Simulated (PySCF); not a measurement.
Species: C6H10N2.
SMILES with atom numbers: `[CH2:1]=[CH:2]/[C:3]([CH3:4])=[N:5]/[N:6]=[CH:7]\[CH3:8]` (hydrogens: H9, H10 on C1; H11 on C2; H12, H13, H14 on C4; H15 on C7; H16, H17, H18 on C8)

Method: TDDFT CAM-B3LYP/def2-SVPD, vertical, gas phase, core orbitals frozen in the response (PySCF 2.14.0, density-fitted response routines). Isolated species at its GFN2-xTB geometry (one conformer only). Torsions of this conformer, `[CH2:1]=[CH:2]/[C:3]([CH3:4])=[N:5]/[N:6]=[CH:7]\[CH3:8]`: C1–C2–C3–C4 1°, C3–N5–N6–C7 -103°.

Frontier orbitals with the atoms that hold most of them (Löwdin shares over 4%, at most four atoms; ? is withheld):

| orbital | ε (eV) | atoms |
| --- | --- | --- |
| HOMO-3 | -11.20 | C2 16%, C3 14%, N6 12%, C1 11% |
| HOMO-2 | -9.85 | C2 29%, C1 24%, N6 13%, C3 9% |
| HOMO-1 | -8.17 | ? |
| HOMO | ? | ? |
| LUMO | 0.14 | C1 22%, N5 22%, C2 16%, C3 14% |
| LUMO+1 | 1.19 | C7 24%, N6 20%, C8 13%, N5 7% |
| LUMO+2 | 1.35 | C7 13%, C4 12%, C8 12%, N6 11% |

Q: Give the leading atoms of the HOMO.

A: N6 (bonded to C and N) 29%; N5 (bonded to C and N) 16%; C1 (bonded to C and 2 H) 15%; C3 (bonded to 2 C and N) 14%. By element: nitrogen 45%, carbon 29% or more.

Q: Give the leading atoms of the HOMO-1.

A: N5 (bonded to C and N) 39%; C7 (bonded to C, N and H) 19%; N6 (bonded to C and N) 19%; C3 (bonded to 2 C and N) 6%. By element: nitrogen 58%, carbon 26% or more.

Q: What is the HOMO energy, and the HOMO–LUMO gap?

A: ε(HOMO) = -7.55 eV; the gap is 7.68 eV (0.2823 hartree).

Q: How does S1 compare with the orbital gap of 7.68 eV?

A: S1 is at 4.58 eV (f = 0.019), 3.11 eV below the gap, made of HOMO-1→LUMO (84%). Its leading pair isn't HOMO and LUMO; the energies of that pair differ by 8.31 eV. 

Q: One configuration dominates each of S1, S5 and S8. Which, and how do the shares of the two leading atoms of either orbital change from the occupied to the empty one?

A: 
- S1 (4.58 eV, f 0.019), HOMO-1→LUMO (84%): N5 39% → 22%, C7 19% → at most 14%, C1 at most 7% → 22%
- S5 (6.34 eV, f 0.260), HOMO-1→LUMO+1 (77%): N5 39% → 7%, C7 19% → 24%, N6 19% → 20%
- S8 (7.10 eV, f 0.0057), HOMO-2→LUMO (77%): C2 29% → 16%, C1 24% → 22%, N5 at most 9% → 22%
